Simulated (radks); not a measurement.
Results of a calculation; reference values are marked as such.
Excited configurations of Li III: one electron is placed in a higher orbital outside the bare nucleus. The ground configuration is 1s1. Code: a radial shooting solver on a logarithmic mesh with Libxc functionals. Model: non-relativistic Kohn-Sham, PBE, spin-polarised, spherical densities, point nucleus; open shells are filled with parallel spins first. Excitation = E - E(ground); binding = E(ion) - E, where the ion is the core of charge +3; n* = 3/sqrt(2 binding) in atomic units, and the quantum defect is n - n*.

| outer orbital | excitation (eV) | binding (eV) | eigenvalue (eV) | <r> (bohr) |
|---|---|---|---|---|
| 2s | 90.795 | 31.310 | -26.985 | 1.960 |
| 3d | 108.34 | 13.763 | -11.289 | 3.473 |
| 4p | 114.04 | 8.061 | -7.001 | 7.418 |
| 4f | 114.26 | 7.842 | -6.416 | 5.901 |
| 5p | 116.88 | 5.227 | -4.580 | 11.71 |
| 5d | 116.90 | 5.210 | -4.515 | 11.10 |
| 6d | 118.44 | 3.663 | -3.208 | 16.32 |
| 6f | 118.46 | 3.649 | -3.157 | 15.40 |
| 7p | 119.39 | 2.718 | -2.410 | 23.12 |
| 7d | 119.39 | 2.717 | -2.397 | 22.48 |

The Delta-SCF ionisation energy is 122.11 eV (NIST Atomic Spectra Database: 122.45 eV, theoretical). Self-interaction in the functional shifts the binding energies and quantum defects, so they are the method's values and not measured ones.
